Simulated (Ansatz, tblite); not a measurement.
Spin states of the cluster Si₂Au (the lowest doublet isomer of a short search), each relaxed with PBE-D4/def2-TZVP in Ansatz. Electronic energies in the gas phase.

In the def2 sets Au takes a core potential; there is no spin–orbit coupling. The xTB rows come from tblite. LC-ωPBE has ω = 0.4 bohr⁻¹. B3LYP takes the VWN-RPA correlation. Correlated methods freeze 10 core orbitals; core or outer-core shells of Au are correlated, in sets that lack core-valence functions. In CCSD on the charge 0 quartet the largest single amplitude is 0.29, so its Hartree–Fock determinant may place the open shell otherwise than the density functionals do. HOMO above LUMO, or a gap near zero within one spin, warns that the state may not be the lowest or that an electron is smeared out. The structure comes from a short search, and lower isomers may exist.

Doublet geometry (C2v within 0.1 Å):

```xyz
3

Au   -0.3935    0.2206    1.3481
Si   -0.8340   -0.4396   -0.9211
Si    1.2276    0.2190   -0.4271
```

Quartet geometry (C2v within 0.1 Å):

```csv
atom,x (Å),y (Å),z (Å)
Au1,-1.1637,0.7360,-0.5213
Si2,1.1821,0.5741,0.2510
Si3,-0.0183,-1.3101,0.2703
```

Run but left out: HF/def2-TZVP, HF/def2-TZVPP, MP2/def2-TZVP, MP2/def2-TZVPP (quartet: a determinant that CCSD turns far, T1 0.054).

Only these spin states were relaxed.

```tsv
level	quartet − doublet (kJ/mol)	lowest of these	remarks
GFN2-xTB	177.9	doublet	–
B3LYP-D4/def2-TZVP	135.6	doublet	–
r2SCAN0-D4/def2-TZVP	127.4	doublet	–
CCSD/def2-TZVPP	144.7	doublet	large T1 (0.054) (quartet)
```

Question: Estimate the rows for PBE-D4/def2-TZVP, PBE0-D4/def2-TZVP, LC-ωPBE/def2-TZVP, CCSD(T)/def2-TZVPP.

Answer: 
```
             level  quartet − doublet (kJ/mol)  lowest of these                                  remarks
  PBE-D4/def2-TZVP                       128.2          doublet  gap within one spin near zero (quartet)
 PBE0-D4/def2-TZVP                       134.0          doublet                                        –
 LC-ωPBE/def2-TZVP                       136.0          doublet                                        –
CCSD(T)/def2-TZVPP                       139.6          doublet               large T1 (0.054) (quartet)
```

The xTB methods have no term that favours high spin, so they put low spin too low.

Question: How do the metal–ligand distances follow the spin state?

Answer: 
```json
{"state": "doublet", "donor atoms": "2", "mean metal–ligand distance (Å)": "2.404", "range (Å)": "2.40–2.40", "Mulliken spin on the metal (PBE0)": "0.03"}
{"state": "quartet", "donor atoms": "2", "mean metal–ligand distance (Å)": "2.475", "range (Å)": "2.47–2.47", "Mulliken spin on the metal (PBE0)": "0.90"}
```

⟨S²⟩ at PBE0-D4/def2-TZVP: doublet 0.77 (pure 0.75), quartet 3.76 (pure 3.75). The unpaired electrons of the doublet sit mostly on the ligands.
